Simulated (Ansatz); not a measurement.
Start from `[OH][GaH][Br]` and change one atom or group to get `[OH][GaH2]`.

Ansatz, PBE0-D4/def2-TZVP geometries, multiplicity 1. Each molecule was computed in one conformer, which needn't be the lowest.

Scalar relativity is left out up to krypton.

```tsv
property	`[OH][GaH][Br]`
size of the dipole moment (ωB97M-V/def2-TZVPP) / D	0.41
LUMO energy (ωB97M-V/def2-TZVPP) / eV	0.49
LUMO energy (PBE0/def2-TZVPP) / eV	-1.23
HOMO–LUMO gap (PBE/def2-TZVPP) / eV	5.14
HOMO energy (ωB97M-V/def2-TZVPP) / eV	-10.69
HOMO–LUMO gap (PBE0/def2-TZVPP) / eV	7.23
```

Q: What does the change do to each property? (An estimate is asked.)

A: The calculation gave: 
| property | `[OH][GaH2]` | shift |
| --- | --- | --- |
| size of the dipole moment (ωB97M-V/def2-TZVPP) / D | 1.47 | 1.06 |
| LUMO energy (ωB97M-V/def2-TZVPP) / eV | 0.51 | 0.02 |
| LUMO energy (PBE0/def2-TZVPP) / eV | -1.19 | 0.04 |
| HOMO–LUMO gap (PBE/def2-TZVPP) / eV | 5.19 | 0.05 |
| HOMO energy (ωB97M-V/def2-TZVPP) / eV | -10.80 | -0.11 |
| HOMO–LUMO gap (PBE0/def2-TZVPP) / eV | 7.35 | 0.12 |

Dipoles are sizes alone; their direction can turn.

Spin–orbit coupling is left out; it splits and shifts lone-pair levels of the heavy atoms by tenths of an eV.
